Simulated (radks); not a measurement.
Coherent X-ray form factor from a spherical all-electron density. Calculated with a radial shooting solver on a logarithmic mesh with Libxc functionals: scalar-relativistic Kohn-Sham, exchange-only LDA, spin-polarised, spherical densities, finite nucleus; Fermi nuclear charge, rms radius of each element as measured or else 0.836 A^(1/3) + 0.57 fm.

sin(theta)/lambda (1/angstrom),f0 (electrons)
0.05,28.438
0.1,27.024
0.15,25.231
0.2,23.349
0.25,21.489
0.3,19.699
0.4,16.433
0.5,13.699
0.6,11.539
0.8,8.705
1,7.185
1.25,6.101
1.5,5.291
2,3.841

The species is in the configuration that NIST lists as its ground one. Which atom or ion scatters so?

Answer. Neutral copper, [Ar] 3d10 4s1. Extrapolating in s^2 from the first two rows gives f0(0) = 28.9, near the electron count 29; among species with that count, the fall with angle is slower the higher Z, and the table is that of Z = 29; from so few rows the species is fixed only to a neighbour or two.
